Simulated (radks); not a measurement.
Values are calculated unless marked as measured or tabulated.
Effect of the nuclear size on neutral krypton, [Kr]. Level of theory: Dirac Kohn-Sham, exchange-only LDA, spin-unpolarised, spherical densities, finite nucleus; Fermi nuclear charge, rms radius 4.1884 fm (a radial shooting solver on a logarithmic mesh with Libxc functionals). The rms radius is varied about that value; shifts are against it.

rms radius (fm)  total energy shift (eV)  density at nucleus (e/bohr^3)  1s1/2 shift (meV)  2s1/2 shift (meV)  3p1/2 shift (meV)  4s1/2 shift (meV)
3.4596                            -0.199                      4.993e+04              -84.5              -8.56              0.123             -0.157
3.8826                           -0.0877                      4.947e+04              -37.3              -3.77              0.054             -0.069
4.1884                                 0                      4.917e+04              0.000              0.000              0.000              0.000
4.3811                            0.0584                        4.9e+04               24.8               2.51             -0.036              0.046
5.1517                             0.316                      4.837e+04                134               13.6             -0.195              0.249

Slopes of the eigenvalues against <r^2> in GHz/fm^2, as finite differences over the two radii next to the reference (eigenvalue slopes, not the field-shift constants of lines): 1s1/2 3640, 2s1/2 369, 3p1/2 -5.29, 4s1/2 6.76.
